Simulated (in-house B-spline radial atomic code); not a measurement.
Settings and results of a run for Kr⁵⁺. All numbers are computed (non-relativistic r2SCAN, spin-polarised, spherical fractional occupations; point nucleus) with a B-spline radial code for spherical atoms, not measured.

Command:
```bash
python run_scf.py task.json out
```
Settings:
```
Z                36
configuration    [Ar] 3d10 4s2 4p1
hamiltonian      nr
method           r2scan
spin_polarised   True
```

Output (hartree, bohr):
```
 radial grid: 48 intervals, B-splines of order 8, outer radius 18.2456 bohr

 iter        energy (Eh)    residual
    1       -2746.811840    6.88e-02
    2       -2746.816420    1.58e-03
    3       -2746.816434    9.07e-04
    4       -2746.816435    4.56e-04
    5       -2746.816436    2.30e-05
    6       -2746.816436    4.04e-06
    7       -2746.816436    2.46e-06
    8       -2746.816436    4.39e-07
    9       -2746.816436    4.41e-08

 total energy                     -2746.81644
 kinetic                            2745.4040
 electron-nucleus                  -6481.9175
 Hartree                            1083.0060
 exchange-correlation                -93.3089

 orbital      occ     eigenvalue          <r>       <r^2>       <1/r>       r_max
 1s up      1.000      -514.8789    0.0424608   0.0024146     35.4904     0.02805
 1s down    1.000      -514.8726    0.0424604  0.00241455     35.4907     0.02805
 2s up      1.000       -69.6543     0.187598   0.0414334     7.90624       0.158
 2s down    1.000       -69.6532     0.187595   0.0414312     7.90612       0.158
 2p up      3.000       -63.1961     0.161853   0.0319941     7.87169      0.1251
 2p down    3.000       -63.1913     0.161857   0.0319951     7.87138      0.1251
 3s up      1.000       -12.2941     0.539152     0.33368     2.63663      0.4758
 3s down    1.000       -12.2889     0.539187    0.333636     2.63573      0.4759
 3p up      3.000        -9.9698     0.543067    0.344387     2.52387      0.4669
 3p down    3.000        -9.9631     0.542959    0.344099     2.52359       0.467
 3d up      5.000        -5.8247     0.548517    0.368315     2.28799      0.4113
 3d down    5.000        -5.8158     0.547426    0.366321     2.29031      0.4114
 4s up      1.000        -3.2148       1.4246      2.2794    0.934176       1.292
 4s down    1.000        -3.1316      1.42055     2.26899    0.939246       1.288
 4p up      1.000        -2.6064      1.54792     2.70233    0.850901       1.395
```

Run time, properties included: 0.25 s on 1 thread of Arm Neoverse V1 (shared host).
